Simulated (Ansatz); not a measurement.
BGaH6Si, SMILES `[BH2][GaH][SiH3]`. Charge 0, multiplicity 1.

Z-matrix (Å, degrees):
```
Si
Ga 1 2.424
H 1 1.491 2 110.1
H 1 1.489 2 113.8 3 -120.8
H 1 1.491 2 110.2 3 118.3
B 2 2.058 1 122.2 3 120.3
H 2 1.576 1 114.5 3 -59.6
H 6 1.199 2 122.0 1 88.6
H 6 1.199 2 121.9 1 -88.5
```

(1) What are the harmonic wavenumbers in cm⁻¹ at PBE0-D4/def2-TZVP (Ansatz, finite differences of forces, unscaled)? (An estimate is asked.)

(2) Is this a minimum?

(3) Give the ideal-gas thermochemistry at 298.15 K and 1 bar (rigid rotor, harmonic oscillator; point group Cs, symmetry number 1).

(4) And at 400, 500, 600, 800 and 1000 K?

## Answers

(1) Computed: 32, 84, 236, 318, 365, 403, 403, 529, 577, 588, 841, 881, 932, 944, 1142, 1929, 2195, 2204, 2213, 2567, 2649.

(2) Yes, all 21 modes are real.

(3) Zero-point energy 131.8 kJ/mol; H(298) − E = 153.0 kJ/mol; entropy 350.6 J/(mol·K), of which translation 168.0, rotation 108.0, vibration 74.6; G(298) − E = 48.4 kJ/mol. Modes under 100 cm⁻¹ are hindered rotations or soft bends, so the harmonic entropy is rough.

(4) 
| T (K) | H − E (kJ/mol) | S (J/mol/K) | G − E (kJ/mol) |
| --- | --- | --- | --- |
| 400 | 164.7 | 384.2 | 11.0 |
| 500 | 177.5 | 412.9 | -28.9 |
| 600 | 191.5 | 438.4 | -71.5 |
| 800 | 222.1 | 482.2 | -163.7 |
| 1000 | 255.3 | 519.3 | -264.0 |
